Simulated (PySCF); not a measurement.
**[C10H10]+: g tensor and hyperfine couplings**

C10H10 (charge +1 and doublet state).
Cartesian coordinates in Å at the PBE0-D3(BJ)/def2-SVP level; atoms count from 1:
```
atom  x, y, z in Å
C1    -0.7830    1.6463   -0.0924
C2    -2.0504    1.1903    0.2166
C3    -2.3308   -0.2294    0.4876
C4    -1.2830   -1.1887   -0.0638
C5     0.1120   -0.6570   -0.0546
C6     1.2194   -1.4930   -0.0371
C7     2.5072   -0.9613   -0.1355
C8     2.7229    0.4309   -0.2619
C9     1.6462    1.2840   -0.2761
C10    0.3256    0.7673   -0.1559
H11   -0.6151    2.7171   -0.2369
H12   -2.8638    1.9156    0.3220
H13   -2.3962   -0.3178    1.5950
H14   -3.3442   -0.4923    0.1443
H15   -1.5288   -1.4010   -1.1235
H16   -1.3279   -2.1622    0.4446
H17    1.0840   -2.5737    0.0454
H18    3.3676   -1.6353   -0.1204
H19    3.7405    0.8176   -0.3424
H20    1.7875    2.3639   -0.3611
```

The species is `[CH]1[CH+]CCc2ccccc21` [radical] (charge +1).

Computed with PySCF, UKS B3LYP, IGLO-III on C, pcH-1 on H, non-relativistic, mean-field spin-orbit, GIAO. Isolated species at its PBE0-D3(BJ)/def2-SVP geometry (one conformer only). Stability of the SCF solution: not tested.

```
g1, g2, g3        : 2.00218, 2.00251, 2.00310
g_iso             : 2.00260
Form of g         : rhombic: the two nearest values differ by 36 % of g3 − g1
⟨S²⟩              : 0.7642 (exact 0.7500)
α and β electrons : 35, 34
```

Isotropic coupling and dipolar principal values T1 to T3, in MHz; ρ(0) is the spin density at the nucleus:

```
atom  isotope  a_iso     T1     T2    T3  Mulliken spin population  ρ(0) (bohr⁻³)
  C1      13C   -9.4   -7.3   -4.8  12.1                      0.05        -0.0083
  C2      13C   26.4  -31.1  -30.6  61.6                      0.39         0.0235
  C3      13C   -9.3   -2.7   -1.7   4.4                     -0.03        -0.0083
  C4      13C   -4.4   -1.8   -1.0   2.8                     -0.01        -0.0039
  C5      13C   10.4  -15.0  -14.4  29.4                      0.18         0.0093
  C6      13C  -14.8  -11.1    5.0   6.1                     -0.09        -0.0132
  C7      13C   17.4  -19.4  -18.3  37.8                      0.25         0.0155
  C8      13C   -5.7   -1.6   -1.3   2.9                      0.00        -0.0050
  C9      13C   -2.1   -4.0   -2.9   6.9                      0.03        -0.0019
 C10      13C    5.0  -14.8  -14.1  28.9                      0.17         0.0045
 H11       1H   -5.3   -4.1   -3.2   7.3                      0.00        -0.0012
 H12       1H  -26.4  -14.9   -2.2  17.1                     -0.02        -0.0059
 H13       1H  117.3   -2.7   -2.3   4.9                      0.05         0.0262
 H14       1H   32.3   -3.4   -1.5   4.9                      0.01         0.0072
 H15       1H   68.1   -2.0   -1.2   3.2                      0.03         0.0152
 H16       1H    9.3   -2.3   -1.1   3.4                      0.00         0.0021
 H17       1H    3.9   -2.2    0.0   2.2                      0.00         0.0009
 H18       1H  -16.4   -9.5   -1.2  10.7                     -0.01        -0.0037
 H19       1H   -1.7   -2.1   -1.7   3.8                      0.00        -0.0004
 H20       1H   -4.0   -2.6   -2.0   4.6                      0.00        -0.0009
```

Largest spin populations (Mulliken): C2 (+0.39), C7 (+0.25), C5 (+0.18) and C10 (+0.17). Four atoms exceed +0.15.

C1, the radical centre as drawn in `[CH]1[CH+]CCc2ccccc21`, holds a spin population of +0.05 out of 1.

Axes: g2 points within 12° of the C7–H18 bond.

Under fast tumbling the dipolar parts average out, and these isotropic splittings remain (the largest six): 2 × 1H (H13/H14, I = 1/2, 3 lines) with 2.67 mT, 2 × 1H (H15/H16, I = 1/2, 3 lines) with 1.38 mT, 1 × 1H (H12, I = 1/2, 2 lines) with 0.94 mT, 1 × 1H (H18, I = 1/2, 2 lines) with 0.59 mT, 1 × 1H (H11, I = 1/2, 2 lines) with 0.19 mT and 1 × 1H (H20, I = 1/2, 2 lines) with 0.14 mT.

Means are taken over nuclei equivalent by connectivity, which assumes that they swap fast. The 1H value of +74.8 MHz is a mean of couplings from 32.3 to 117.3 MHz in this one geometry, not an average over conformers. The 1H value of +38.7 MHz is a mean of couplings from 9.3 to 68.1 MHz in this one geometry, not an average over conformers.

The 13C coupling of C2 (26.4 MHz) shows only in satellite lines or after enrichment, since that isotope makes up about 1.07 % of natural carbon.

β density exceeds α density at some nuclei, such as C6 (-0.0132), C1 (-0.0083) and C3 (-0.0083), spin density in bohr⁻³. In a single determinant that takes different orbitals for the two spins, that is spin polarisation.
